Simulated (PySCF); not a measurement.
**Molecular orbitals of NaSn**

PBE0 at R = 2.936 Å; PySCF, scalar-relativistic core potentials, basis sets Na aug-cc-pVDZ, Sn aug-cc-pVDZ-PP with ECP28. State: ⁴Σ⁻ (quartet), unpaired electrons σ ↑, π ↑↑. Only the outer orbitals are listed, counted within each symmetry, core potentials removing the inner ones.

```csv
spin,orbital,occ.,ε (eV),on Na (%),main shells (%)
α,7σ,1,-11.37,8,92 Sn s
α,8σ,1,-4.86,34,"64 Sn p, 31 Na s"
α,4π,1,-4.11,7,93 Sn p
α,4π,1,-4.11,7,93 Sn p
α,9σ,0,-1.79,80,"48 Na s, 32 Na p, 13 Sn p"
α,5π,0,-0.35,105,102 Na p
α,5π,0,-0.35,105,102 Na p
β,7σ,1,-9.26,11,89 Sn s
β,8σ,0,-2.16,57,"57 Na s, 41 Sn p"
β,4π,0,-1.01,18,"81 Sn p, 16 Na p"
β,4π,0,-1.01,18,"81 Sn p, 16 Na p"
```

Problem. Which are the highest filled and the lowest empty level, where do they sit, and how wide is the gap?

Solution. Highest filled α 4π at -4.11 eV (in %: 93 Sn p); lowest empty β 8σ at -2.16 eV (in %: 57 Na s, 41 Sn p); the gap at PBE0 is 1.95 eV.

| Item | Value |
| --- | --- |
| bond order (Mayer) | 0.96 |
| ⟨S²⟩ | 3.752 |
| charge on Na (Mulliken, basis-dependent) | 0.32 |
| charge on Na (Löwdin, basis-dependent) | 0.28 |
| dipole moment (positive dipole means Na(−)Sn(+)) | -6.97 D |
| polarisability along the bond | 183.4 bohr³ |
| polarisability across the bond | 116.0 bohr³ |

Shares are Mulliken populations and can fall outside 0 to 100 %.

Spin–orbit coupling is left out. The state was picked by a PBE0 search and need not be the measured ground state.
